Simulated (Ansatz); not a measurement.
CH4BrGaO, SMILES [GaH]([O]C)[Br].

Geometry optimised at TPSSh-D3(BJ)/def2-SVP. The structure was generated by enumeration; whether it is a known compound was not checked. One conformer was computed; it need not be the lowest.

Two levels are set side by side: PBE/def2-SVPD (Ansatz, an electronic-structure program) and PBE0/def2-SVPD (Ansatz). Energy differences of separate SCF runs at the same geometry; the states with an electron removed or added have multiplicity 2 and 2. Differences are taken from unrounded values.

```
quantity                            PBE
---------------------------------  ----
vertical ionisation energy (eV)    9.80
vertical singlet–triplet gap (eV)  5.00
```

These are the PBE values. What does PBE0 give? (An estimate is asked for; the answer gives what the named calculation found.)


```tsv
quantity	PBE0	PBE minus PBE0
vertical ionisation energy (eV)	10.20	-0.39
vertical singlet–triplet gap (eV)	5.39	-0.39
```
